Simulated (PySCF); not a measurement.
# MoOCl₂: breathing scan

All numbers come from PySCF, UPBE, basis Mo def2-SVP with ECP28, O def2-SVP, Cl def2-SVP (scalar-relativistic core potentials, no spin–orbit coupling, density fitting).

Rigid scan from the triplet minimum (Mo–Cl 2.288 Å (×2), Mo–O 1.667 Å; Cl–Mo–Cl 119.9°, Cl–Mo–O 120.0° (×2)). Coordinate: all bonds to the central atom scaled together. Energies in kJ/mol from the minimum.

(1) Predict the curve at 0.88, 0.92, 0.96, 1.00, 1.04, 1.08, 1.14, 1.22, 1.35.

## Answers

(1) 
| scale of all bonds to the centre | E (kJ/mol) | dipole size (D) | ⟨S²⟩ |
| --- | --- | --- | --- |
| 0.88 | 350.3 | 0.16 | 2.00 |
| 0.92 | 135.9 | 0.01 | 2.01 |
| 0.96 | 29.8 | 0.08 | 2.01 |
| 1.00 | 0.0 | 0.12 | 2.02 |
| 1.04 | 23.1 | 0.13 | 2.02 |
| 1.08 | 82.1 | 0.10 | 2.04 |
| 1.14 | 210.7 | 0.01 | 2.08 |
| 1.22 | 413.8 | 0.28 | 2.24 |
| 1.35 | 726.0 | 0.97 | 2.89 |

Spin contamination is strong at 1.22, 1.35, so these points are less reliable.

With open d or f shells other occupations or spin states may lie lower.

Other isomers or separated fragments may lie lower.

The scan took 42 s on 2 threads of a shared AMD EPYC 7R43 64-Core (Zen 3) host; the process peaked at 0.88 GiB. Launch command: `OMP_NUM_THREADS=2 python axn.py task.json out`.
